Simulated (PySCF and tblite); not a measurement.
2 diastereomers of C₇H₁₂O₂, numbered alike:

```tsv
isomer	SMILES	descriptors (one enantiomer)
A	[CH3:1][C@H:2]1[CH2:3][O:4][C:5](=[O:6])[C@H:7]([CH3:8])[CH2:9]1	2R, 7R
B	[CH3:1][C@@H:2]1[CH2:3][O:4][C:5](=[O:6])[C@H:7]([CH3:8])[CH2:9]1	2S, 7R
```

Computed spectrum of one of them (conformer average at 298.15 K; GFN1-xTB geometries, energies revPBE/pcSseg-1 (IEF-PCM, tetrahydrofuran) (D3(BJ) added where defined), GIAO shieldings revPBE/pcSseg-1 (IEF-PCM, tetrahydrofuran); references on GFN2-xTB geometries), in ppm: ¹H (against TMS): 4.80 (1H), 4.34 (1H), 2.57 (1H), 2.16 (1H), 2.14 (1H), 1.36 (3H), 1.26 (1H), 1.10 (3H). ¹³C (against TMS): 174.9 (1C), 80.9 (1C), 42.8 (1C), 41.7 (1C), 36.1 (1C), 21.9 (1C), 21.1 (1C). Of the H, only those on carbon are given.

(1) Which isomer is it?

The conformer set may be incomplete (the search or the number kept was capped). Shifts are unscaled: against experiment ¹³C can be off by 15 ppm or more and ¹H by 0.8 ppm.

Answers

(1) B. After a straight-line scaling (slope 0.85 to 1.15) of computed carbon shifts, the largest errors are A 3.9 ppm (at 80.9), B 2.8 ppm (at 80.9). Assigned: ¹H (against TMS): 4.80 (H3a, 1H), 4.34 (H3b, 1H), 2.57 (H7, 1H), 2.16 (H9a, 1H), 2.14 (H2, 1H), 1.36 (H8, 3H), 1.26 (H9b, 1H), 1.10 (H1, 3H). ¹³C (against TMS): 174.9 (C5), 80.9 (C3), 42.8 (C9), 41.7 (C7), 36.1 (C2), 21.9 (C8), 21.1 (C1). For comparison, at another level (GFN2-xTB geometries, energies PBE0/pcSseg-1 (D3(BJ) added where defined), GIAO shieldings PBE0/pcSseg-1) the isomers give: A: ¹H (against TMS): 4.23 (H3a, 1H), 3.88 (H3b, 1H), 2.35 (H7, 1H), 1.87 (H2, 1H), 1.56 (H9a, 1H), 1.54 (H9b, 1H), 1.23 (H8, 3H), 0.95 (H1, 3H). ¹³C (against TMS): 178.3 (C5), 74.5 (C3), 38.6 (C9), 35.1 (C7), 31.2 (C2), 19.9 (C8), 19.3 (C1). B: ¹H (against TMS): 4.42 (H3a, 1H), 3.93 (H3b, 1H), 2.28 (H7, 1H), 1.95 (H9a, 1H), 1.80 (H2, 1H), 1.32 (H8, 3H), 0.99 (H1, 3H), 0.95 (H9b, 1H). ¹³C (against TMS): 176.4 (C5), 76.3 (C3), 40.7 (C9), 38.1 (C7), 32.5 (C2), 20.2 (C8), 19.9 (C1).
